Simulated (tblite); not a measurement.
Isomers of C8H13OP. Calculated harmonic vibrations of the isolated species, GFN2-xTB (tblite), most abundant isotopes, no scaling. Errors from tens to a few hundred cm⁻¹ against measured bands are possible. Modes of hydrogen on phosphorus can be 10 to 20 % off. One conformer each.

Electronic energies: GFN2-xTB at the same geometries; isomer energies are rough at this level and their order can be wrong.

```json
{"SMILES": "CC1=C(C)P1(=O)C1CCC1", "electronic energy, lowest = 0 (kJ/mol)": "128.0"}
{"SMILES": "C=CP(=O)(C=C)C1CCC1", "electronic energy, lowest = 0 (kJ/mol)": "82.8"}
{"SMILES": "C#CC[P@](C)(=O)C1CCC1", "electronic energy, lowest = 0 (kJ/mol)": "70.0"}
{"SMILES": "Cc1oc(C(C)(C)C)cp1", "electronic energy, lowest = 0 (kJ/mol)": "0.0"}
{"SMILES": "CC(C)P(C)c1ccoc1", "electronic energy, lowest = 0 (kJ/mol)": "47.9"}
{"SMILES": "C=C[C@@H]1C[P@@](=O)(C=C)[C@@H]1C", "electronic energy, lowest = 0 (kJ/mol)": "70.9"}
{"SMILES": "C=CP1CCC(OC)=C1C", "electronic energy, lowest = 0 (kJ/mol)": "146.9"}
{"SMILES": "CC(C)(C)Pc1ccoc1", "electronic energy, lowest = 0 (kJ/mol)": "38.3"}
```

Task: How do GFN2-xTB zero-point energies change the relative energies?

Result: 
```
                           SMILES  ZPE (kJ/mol)  of it from modes above 1550 cm⁻¹  electronic (kJ/mol)  with ZPE, lowest = 0 (kJ/mol)  lowest mode (cm⁻¹)  rings
               Cc1oc(C(C)(C)C)cp1         502.1                             236.4                  0.0                            0.0                  11      1
                 CC(C)(C)Pc1ccoc1         494.6                             232.6                 38.3                           30.9                  34      1
                 CC(C)P(C)c1ccoc1         496.3                             236.5                 47.9                           42.1                  12      1
            C#CC[P@](C)(=O)C1CCC1         490.3                             248.7                 70.0                           58.3                  35      1
C=C[C@@H]1C[P@@](=O)(C=C)[C@@H]1C         493.0                             256.4                 70.9                           61.9                  47      1
              C=CP(=O)(C=C)C1CCC1         493.1                             256.0                 82.8                           73.8                  31      1
             CC1=C(C)P1(=O)C1CCC1         497.4                             243.7                128.0                          123.2                  34      2
                 C=CP1CCC(OC)=C1C         492.3                             252.8                146.9                          137.1                  21      1
```

The zero-point energies span 11.8 kJ/mol, from `C#CC[P@](C)(=O)C1CCC1` to `Cc1oc(C(C)(C)C)cp1`. The order is unchanged.

Task: What do entropy and thermal enthalpy add at 298.15 K and 1 bar (rigid rotor, harmonic oscillator, one conformer each)?

Result: 
| SMILES | point group | symmetry number | S (J/(mol K)) | H − H(0) (kJ/mol) | ZPE + H − H(0) − TS (kJ/mol) |
| --- | --- | --- | --- | --- | --- |
| CC(C)(C)Pc1ccoc1 | C1 | 1 | 441.1 | 32.66 | 395.8 |
| C#CC[P@](C)(=O)C1CCC1 | C1 | 1 | 463.6 | 35.05 | 387.1 |
| C=C[C@@H]1C[P@@](=O)(C=C)[C@@H]1C | C1 | 1 | 448.9 | 33.70 | 392.9 |
| C=CP(=O)(C=C)C1CCC1 | Cs | 1 | 463.4 | 34.25 | 389.1 |
| CC1=C(C)P1(=O)C1CCC1 | C1 | 1 | 465.0 | 34.73 | 393.4 |

Not tabulated: `Cc1oc(C(C)(C)C)cp1` (lowest mode only 11 cm⁻¹); `CC(C)P(C)c1ccoc1` (lowest mode only 12 cm⁻¹); `C=CP1CCC(OC)=C1C` (lowest mode only 21 cm⁻¹).
